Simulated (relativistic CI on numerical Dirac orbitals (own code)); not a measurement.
**Line list: Electric-dipole lines, Ca II**

Computed by Dirac-Coulomb-Breit CI, KLI orbitals optimised for each configuration, QED by a radiative potential, valence Slater integrals scaled by 0.85, P86 correlation energy added to each configuration (own radial code, finite nucleus).

Configurations in the expansion (outside the closed core [Ar]): 4s, 3d, 4p, 5s, 4d, 5p, 4f, 6s, 5d, 6p, 5f, 5g, 7s, 6d, 7p, 7d. Levels of other configurations are missing.

```tsv
λ vac (Å)	Lower	Upper	A (s⁻¹)	log gf	S velocity/length
1558.4	3d ²D3/2 [2]	5f ²F°5/2 [21]	1.61e+08	-0.45	0.88
1558.9	3d ²D5/2 [3]	5f ²F°5/2 [21]	1.15e+07	-1.60	0.88
1558.9	3d ²D5/2 [3]	5f ²F°7/2 [20]	1.73e+08	-0.30	0.88
1673.3	4p ²P°1/2 [4]	7d ²D3/2 [27]	2.00e+07	-1.47	0.67
1678.6	4p ²P°3/2 [5]	7d ²D5/2 [28]	2.41e+07	-1.21	0.66
1678.7	4p ²P°3/2 [5]	7d ²D3/2 [27]	4.00e+06	-2.17	0.66
1842.0	3d ²D3/2 [2]	4f ²F°5/2 [12]	2.46e+08	-0.12	0.88
1842.7	3d ²D5/2 [3]	4f ²F°5/2 [12]	1.76e+07	-1.27	0.88
1842.7	3d ²D5/2 [3]	4f ²F°7/2 [11]	2.64e+08	0.03	0.88
2220.9	4p ²P°1/2 [4]	6s ²S1/2 [13]	3.03e+07	-1.35	1.05
2230.4	4p ²P°3/2 [5]	6s ²S1/2 [13]	6.04e+07	-1.05	1.05
3204.4	4p ²P°1/2 [4]	4d ²D3/2 [7]	2.73e+08	0.23	0.92
3222.8	4p ²P°3/2 [5]	4d ²D5/2 [8]	3.26e+08	0.48	0.92
3224.1	4p ²P°3/2 [5]	4d ²D3/2 [7]	5.44e+07	-0.47	0.92
3762.1	4p ²P°1/2 [4]	5s ²S1/2 [6]	7.91e+07	-0.47	1.04
3789.4	4p ²P°3/2 [5]	5s ²S1/2 [6]	1.58e+08	-0.17	1.04
```

Terms are leading LS components. Brackets give the number of a level in order of energy, since labels repeat. The list gives strong lines, with weight on those to low levels, and without lines across small gaps between configurations, and without 51 lines that miss the measured interval by over 3.5 %, start from a term whose rates miss tabulated ones by over 60 %, have gauges far apart or, lacking measured levels, span too small a gap for the errors found; lines with a level outside our table were not tested and can miss by more. Levels whose partners in the same complex of configurations lie outside the list can be far off, and so can their lines. Rates are taken at the computed energies, electric ones in the length gauge. A velocity-to-length ratio far from 1 marks an uncertain rate.

Correlation outside the listed configurations is missing or only estimated: errors of thousands of cm⁻¹ between configurations and terms are usual at this charge. Rates and lifetimes follow the computed energies and can be off by large factors. The fine structure of a lone outer electron comes out too small, for d and f at times inverted, and misplaced configurations move strength between like terms. 12 of the 12 excited levels that our extract of the measured tables holds in this range could be paired (the sources list more); they are missed by 999 cm⁻¹ on average and 1635 at most, and levels without a partner can miss by more.
